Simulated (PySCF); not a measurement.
Compound: trifluoroacetic acid, C2HF3O2.
Numbering: `[O:1]=[C:2]([OH:3])[C:4]([F:5])([F:6])[F:7]` (hydrogens: H8 on O3)

Structure used (GFN2-xTB), in Å, numbered top down from 1:
```xyz
8
C2HF3O2 angstrom
O      0.8582    1.2884   -0.8522
C      0.5519    0.3231   -0.2268
O      1.3631   -0.5632    0.3121
C     -0.9252   -0.0753    0.0760
F     -1.7817    0.7915   -0.4551
F     -1.2066   -1.2847   -0.4189
F     -1.1496   -0.1173    1.3931
H      2.2991   -0.3530    0.1474
```

A PySCF run (density fitting, gas phase, GFN2-xTB geometry) gave HOMO -8.84 eV, LUMO -1.44 eV, dipole 2.51 D.

Question: Which of these levels was it?
A. wB97X-D/def2-SVPD
B. PBE0/pcSseg-1
C. PBE0/def2-TZVP
D. HSE06/pcSseg-1

Answer: D. It is HSE06/pcSseg-1. All candidates on this geometry:

```
                                                level and settings                                            kind  basis functions  SCF cycles     E (Eh)  HOMO (eV)  LUMO (eV)  dipole (D)
HSE06/pcSseg-1, fitting basis def2-qzvpp-jkfit, level shift 0.1 Eh  screened hybrid, exact exchange at short range              124          11  -526.2867      -8.84      -1.44        2.51
                                      PBE0/def2-TZVP, grid level 4                                   global hybrid              223          13  -526.5087      -9.21      -1.06        2.50
                                                     PBE0/pcSseg-1                                   global hybrid              124          13  -526.2395      -9.24      -1.04        2.51
                                                 wB97X-D/def2-SVPD                          range-separated hybrid              163          14  -526.2827     -11.35       0.60        2.56
```

The nearest other candidate, by the summed differences of HOMO and LUMO, is PBE0/def2-TZVP: its HOMO differs by -0.37 eV and its LUMO by +0.38 eV. wB97X-D ran without the empirical dispersion term, which would shift the total energy alone. Cycle counts include a coarse-grid stage where the run had one.
